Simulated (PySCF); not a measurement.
## From a computed spectrum to the compound

A species of 4 atoms with charge 3 has these harmonic modes (PBE0, small Gaussian bases with core potentials, PySCF 2.14.0):

```
cm⁻¹  km/mol  symmetry
 272    82.5         π
 272    82.5         π
 411    32.5        σ+
 874    11.5         π
 874    11.5         π
2140   829.0        σ+
3146   218.2        σ+
```

Problem. Which species is it, and in which structure?

Solution. [Er(HCN)]3+ (singlet in the valence; each metal's 4f electrons, 11 of them, lie in its core potential, out of spins and levels):
```xyz
4

Er    0.0000    0.0000   -0.3894
N     0.0000    0.0000    1.7885
C     0.0000    0.0000    2.9553
H     0.0000    0.0000    4.0727
```
Ideal gas at 298.15 K and 1 bar: S = 277.3 J/(mol K), Cp = 54.1 J/(mol K), H − H(0 K) = 12.2 kJ/mol (rigid rotor, harmonic modes, spin degeneracy alone, that of the 4f electrons in the core included). An lcecp potential fixes the number of 4f electrons, so in runs with it no electron can move into or out of that shell.
 This is one of several that fit.
